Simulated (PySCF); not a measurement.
Gas-phase reaction: GeH4 + 2 HF ⇌ GeF2 + 6 H

Computed with PySCF (xtb for GFN2) and rigid-rotor harmonic-oscillator thermochemistry at 1 bar. † marks an energy on the PBE0/def2-TZVP geometry and frequencies; other levels use their own. Open shells (unrestricted): H (multiplicity 2); the rest are closed-shell singlets. GFN2 has no spin-polarisation term. Ge: all electrons, no relativistic terms.

BLYP/def2-TZVP† gives ΔH°(298 K) = 1169 kJ.

**Question.** What do M06-2X/def2-TZVP†, GFN2-xTB, PBE0/def2-SVP† give?

**Answer.** M06-2X/def2-TZVP†: 1181 kJ; GFN2-xTB: 1202 kJ; PBE0/def2-SVP†: 1168 kJ. For scale, ΔH°(298 K) is 1169 kJ at this level, 1205 kJ at ωB97M-V/def2-TZVP†, and runs from 874 to 1308 kJ over the 20 levels computed.
